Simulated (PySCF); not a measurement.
Ionisation energy along the 7-electron series

Calculated with PySCF 2.14 and a two-component X2C-1e Hamiltonian (Gaussian nucleus, no Breit or QED terms), each ion in its own even-tempered basis scaled to its charge; GMP2 freezes nothing and drops the highest virtual spinors. Values in eV. NIST values: (m) measured, (s) semi-empirical, (t) theoretical.

| ion | configuration | GHF (spin-free) | GMP2 (spin-free) | GHF (screened spin-orbit) | GMP2 (screened spin-orbit) | NIST |
| --- | --- | --- | --- | --- | --- | --- |
| Re⁶⁸⁺ | [He] 2s2 2p3 | 17633.7 | 17633.8 | 17139.1 | 17139.3 | 17120 ± 50 (t) |
| Os⁶⁹⁺ | [He] 2s2 2p3 | 18157.6 | 18157.8 | 17636.2 | 17636.4 | 17620 ± 50 (t) |
| Ir⁷⁰⁺ | [He] 2s2 2p3 | 18690.2 | 18690.3 | 18140.6 | 18140.9 | 18120 ± 60 (t) |

Between Z = 75 and Z = 77 the GMP2 (screened spin-orbit) value grows as Z to the power 2.16.
